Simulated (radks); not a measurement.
Q: Cl I, configuration [Ne] 3s2 3p5. Method: scalar-relativistic Kohn-Sham, PBE, spin-polarised, spherical densities, finite nucleus; open shells are filled with parallel spins first; Fermi nuclear charge, rms radius 3.3654 fm; computed with a radial shooting solver on a logarithmic mesh with Libxc functionals. Some entries of the table are withheld. Estimate them.

| orbital | occ. | eigenvalue (hartree) | r(max) (bohr) |
|---|---|---|---|
| 1s up | 1 | -101.1097 | 0.05946 |
| 1s down | 1 | -101.1039 | 0.05946 |
| 2s up | 1 | -9.28759 | 0.3617 |
| 2s down | 1 | -9.28233 | 0.3618 |
| 2p up | 3 | -7.04452 | 0.3017 |
| 2p down | 3 | -7.03701 | 0.3018 |
| 3s up | 1 | (1) | 1.282 |
| 3s down | 1 | (2) | 1.282 |
| 3p up | 3 | -0.33061 | 1.428 |
| 3p down | 2 | -0.29838 | 1.432 |

A: 
(1) 3s up eigenvalue (hartree): -0.77669
(2) 3s down eigenvalue (hartree): -0.74109
